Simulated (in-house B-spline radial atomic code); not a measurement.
**Two electrons outside the [Ne] 3s2 3p6 core: the niobium ion Nb²¹⁺**

Computed with an all-electron radial atomic-structure program (B-spline basis): configuration interaction (CI) of the two valence electrons in the field of the frozen Dirac-Fock core, alone and with many-body perturbation theory for the core (screened one- and two-electron correlation potentials), Breit and QED terms; no-pair Dirac Hamiltonian, finite nucleus. Labels give the configuration (outer n counted up each series) and the leading LS term, or the jj pair where no LS term holds 70 %.

Command:
```bash
python run_mb.py task.json out
```
Settings (nuclear radius in fm, box in bohr, cutoff in hartree):
```
basis_form          3
Z                   41
core_configuration  [Ne] 3s2 3p6
rms_radius          4.324
mass_number         93
speed_of_light      137.036
box_radius          3.913
lmax                6
intervals           59
virtual_cutoff      3362.0
```

Run time, properties included: 120 s on 1 thread of Arm Neoverse V1 (shared host).

Excitation energies (cm⁻¹):

```
         level  purity of the LS term  CI alone  CI + MBPT + Breit + QED
       3d2 3F2                  0.923         0                        0
       3d2 3F3                    1.0     24815                    24206
       3d2 3F4                  0.946     47557                    45845
       3d2 3P0                  0.953     64753                    60967
3d2 (3/2,5/2)2              0.55 (1D)         ?                        ?
       3d2 3P1                    1.0     78206                    74000
3d2 (5/2,5/2)2             0.608 (3P)    104733                    99953
       3d2 1G4                  0.945    105186                   101627
       3d2 1S0                  0.953         ?                        ?
```

(1) Where does 3d2 1S0 lie?

(2) Where does 3d2 (3/2,5/2)2 lie?

(3) What is the first ionisation energy?

Answers

(1) 209523 cm⁻¹ in CI alone and 205493 cm⁻¹ with all corrections.

(2) 67442 cm⁻¹ in CI alone and 63895 cm⁻¹ with all corrections.

(3) 940.57 eV to the 3d3/2 state of the next ion (935.72 eV from CI alone). NIST lists 940 ± 4 eV (tabulated theory).
